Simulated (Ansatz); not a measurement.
Geometry optimisation, Ansatz 0.2.0, RKS B3LYP/def2-SVP.

The input (input.yaml):

```yaml
crystal:
  periodic: [false, false, false]
  atoms:
    - { symbol: O, position_ang: [-1.44196, 0.08348, -0.33286] }
    - { symbol: B, position_ang: [-0.20235, -0.39163, -0.43875] }
    - { symbol: As, position_ang: [0.30543, -1.16496, -2.2426] }
    - { symbol: H, position_ang: [-2.04038, 0.00806, -1.07832] }
    - { symbol: H, position_ang: [0.56628, -0.3102, 0.46054] }
    - { symbol: H, position_ang: [-1.02043, -1.83224, -2.4436] }
    - { symbol: H, position_ang: [0.85935, -2.43079, -1.648] }
basis:
  gaussian: { orbitals: def2-SVP }
hamiltonian:
  xc: b3lyp
relax:
  f_tol: 0.015
  max_steps: 40
output:
  orbitals: {}
```

Command:

```bash
$ ansatz run input.yaml --threads 1 --pin off --max-ram 2048MiB --backend cpu --events-out ev --progress --plain --runs-dir out
```

Where does it end, and by what steps?

It converged. After 9 steps the energy has fallen by 0.124 eV; H6 moved furthest, 0.20 Å.

```json
{"step": "0", "energy less start (eV)": "0.0000", "largest force component (eV/Å)": "1.179", "accepted": "yes"}
{"step": "1", "energy less start (eV)": "-0.0859", "largest force component (eV/Å)": "0.318", "accepted": "yes"}
{"step": "2", "energy less start (eV)": "-0.0995", "largest force component (eV/Å)": "0.501", "accepted": "yes"}
{"step": "3", "energy less start (eV)": "-0.1111", "largest force component (eV/Å)": "0.318", "accepted": "yes"}
{"step": "4", "energy less start (eV)": "-0.1207", "largest force component (eV/Å)": "0.075", "accepted": "yes"}
{"step": "5", "energy less start (eV)": "-0.1220", "largest force component (eV/Å)": "0.051", "accepted": "yes"}
{"step": "6", "energy less start (eV)": "-0.1231", "largest force component (eV/Å)": "0.054", "accepted": "yes"}
{"step": "7", "energy less start (eV)": "-0.1236", "largest force component (eV/Å)": "0.049", "accepted": "yes"}
{"step": "8", "energy less start (eV)": "-0.1236", "largest force component (eV/Å)": "0.035", "accepted": "yes"}
{"step": "9", "energy less start (eV)": "-0.1237", "largest force component (eV/Å)": "0.008", "accepted": "yes"}
```

```xyz
7
Properties=species:S:1:pos:R:3
O -1.460 0.129 -0.243
B -0.233 -0.376 -0.475
As 0.378 -1.229 -2.250
H -2.099 -0.009 -0.955
H 0.580 -0.232 0.407
H -0.988 -1.806 -2.635
H 0.847 -2.515 -1.573
```

Whether the end is a true minimum wasn't checked by a vibrational analysis.

The run took 45 s on 1 thread of Intel(R) Xeon(R) Platinum 8488C (Sapphire Rapids), with other jobs on the host, peak memory 0.26 GiB.
